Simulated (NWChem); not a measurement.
System: SnH₄S₂; SMILES [SH][SnH2][SH]

The following NWChem deck was run.

```
start job
memory heap 200 mb stack 900 mb global 1100 mb
geometry units angstroms noautoz
  Sn     0.000000     0.000000     0.485720
  S      1.993395     0.074123    -0.888528
  S     -1.993395    -0.074123    -0.888528
  H      0.069978     1.434344     1.415177
  H     -0.069978    -1.434344     1.415177
  H      1.716136    -1.093040    -1.510767
  H     -1.716136     1.093040    -1.510767
end
basis spherical
  Sn library def2-tzvp
  S library def2-tzvp
  H library def2-tzvp
end
ecp
  Sn library def2-ecp
end
dft
  xc mn15-l
  iterations 150
  mulliken
end
task dft energy
```

Coordinates come from a PBE0/def2-SVP optimisation. def2 effective core potentials on Sn; no spin-orbit coupling.

**Question.** Predict the main results of this run. (MN15-L/def2-TZVP with def2 effective core potentials on Sn.) Quantities: energy (Ha); highest occupied level (eV); orbital gap (eV); dipole (D).

**Answer.** energy (Ha): -1012.32
highest occupied level (eV): -6.66
orbital gap (eV): 5.06
dipole (D): 0.64
